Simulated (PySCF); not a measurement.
## Exercise with solution: dipole moment from atomic charges

dichloro(silyloxy)silane (Cl2H4OSi2), SMILES Cl[SiH](Cl)O[SiH3]. Atoms are numbered in the order given.

```xyz
9

Si    -2.2705    -0.4823     0.4489
O     -0.7868     0.0147     1.0554
Si     0.6779     0.3764     0.4334
Cl     0.4100     1.4718    -1.2824
Cl     1.6603    -1.3481    -0.0731
H     -2.0522    -1.3231    -0.7603
H     -3.0821     0.7126     0.0962
H     -2.9488    -1.2692     1.5096
H      1.4791     1.1400     1.4014
```
Charge 0, spin multiplicity 1.

Coordinates come from a ωB97X-D3(BJ)/def2-SVP optimisation. Other conformers were not sampled.

Charges (e) from PySCF with r2SCAN/def2-TZVP:

```tsv
atom	Mulliken	ESP fit
Si1	0.359	0.314
O2	-0.431	-0.162
Si3	0.642	0.059
Cl4	-0.231	-0.067
Cl5	-0.227	-0.061
H6	-0.030	-0.051
H7	-0.036	-0.050
H8	-0.037	-0.051
H9	-0.010	0.069
```

The dipole moment of the full density is 1.02 D.

### Question
What dipole moment does each set of point charges give, and which comes closer to that of the density?

### Answer

μ = Σ q r, and 1 e Å = 4.8032 D.
Mulliken: Σ q r = (-0.246, 0.078, 0.247) e Å, |μ| = 1.71 D.
ESP fit: Σ q r = (-0.163, 0.027, 0.140) e Å, |μ| = 1.04 D.
ESP fit comes closer in size. Point charges leave out the atoms' own dipoles (lone pairs, polarised bonds); fits to the potential absorb them, partitions of the density don't.
